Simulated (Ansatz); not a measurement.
Cost and result up the ladder for Al7As7H20, a nanocrystal cut from zinc blende AlAs (hydrogen-capped) (34 atoms). The state is a singlet with charge 0. Geometry: PBE-D4/def2-SVP.

```csv
atom,x (Å),y (Å),z (Å)
Al1,-2.674,-2.258,-1.783
Al2,3.287,2.153,-0.781
Al3,1.333,-1.844,-0.875
Al4,-1.049,1.539,-1.581
Al5,-3.639,0.378,1.425
Al6,0.383,0.751,2.286
Al7,-1.215,-3.055,2.146
As8,1.161,2.769,-1.923
As9,-0.563,-0.825,-2.076
As10,-2.891,-1.896,0.687
As11,3.312,-0.286,-1.285
As12,2.456,2.054,1.566
As13,0.770,-1.555,1.507
As14,-1.442,1.579,0.852
H15,-2.217,-3.759,-2.120
H16,-3.826,-1.488,-2.593
H17,4.598,3.011,-1.092
H18,1.838,-3.279,-1.355
H19,-2.088,2.303,-2.520
H20,-4.733,0.991,0.422
H21,-3.766,0.466,3.022
H22,0.271,1.002,3.858
H23,-0.848,-4.511,1.580
H24,-1.487,-2.760,3.700
H25,1.508,2.861,-3.406
H26,0.989,4.266,-1.678
H27,-0.159,-0.849,-3.550
H28,-4.146,-2.719,0.986
H29,3.806,-0.400,-2.725
H30,4.571,-0.825,-0.611
H31,3.665,1.652,2.406
H32,2.377,3.506,2.032
H33,2.006,-2.030,2.269
H34,-1.589,3.058,1.208
```

Ansatz on 2 threads of AMD EPYC 7R13 on a shared host and a share (18 GiB) of an NVIDIA H100 80GB HBM3. Times are rough, and most runs start from the orbitals of an earlier one. r2SCAN0-D4/def2-TZVP serves as the yardstick here, not as an exact answer. Differences are given only for rows in sets of like size (and for xTB, whose basis is part of the method), since another set adds its own error. Binding counts from free atoms at the same level (Al doublet, As quartet, H doublet; other spins of the atoms weren't run), without zero-point energy or a counterpoise term.

The 6-31G sets use Cartesian d functions. B3LYP takes the VWN-RPA correlation. Correlated methods freeze 98 core orbitals; core or outer-core shells of As are correlated, in sets that lack core-valence functions. The rows differ in basis, and correlated rows in double-zeta sets carry the largest basis error. Single mean-field runs in def2-SVP, def2-TZVP are fitted with def2-universal-jkfit.

Correlated methods converge slowly with the basis, most of all in double-zeta sets.

```
                            level  functions  wall time  binding energy per atom (eV)  difference from r2SCAN0-D4/def2-TZVP (eV)
                        HF/STO-3G        209       13 s                          3.39                                          –
                  PBE-D4/def2-SVP        450       14 s                          2.73                                          –
                   B3LYP-D4/6-31G        334       17 s                          2.57                                          –
                     MP2/def2-SVP        450       18 s                          2.49                                          –
                 PBE0-D4/def2-SVP        450       20 s                          2.72                                          –
                         HF/6-31G        334       20 s                          1.64                                          –
                BLYP-D4/def2-TZVP        715       20 s                          2.70                                      -0.02
r2SCAN-D4/def2-TZVP (with forces)        715       21 s                          2.75                                       0.03
               B3LYP-D4/def2-TZVP        715       21 s                          2.73                                       0.01
             r2SCAN0-D4/def2-TZVP        715       21 s                          2.72                                       0.00
                 PBE-D4/def2-TZVP        715       22 s                          2.72                                       0.00
  PBE0-D4/def2-TZVP (with forces)        715       25 s                          2.71                                      -0.01
```
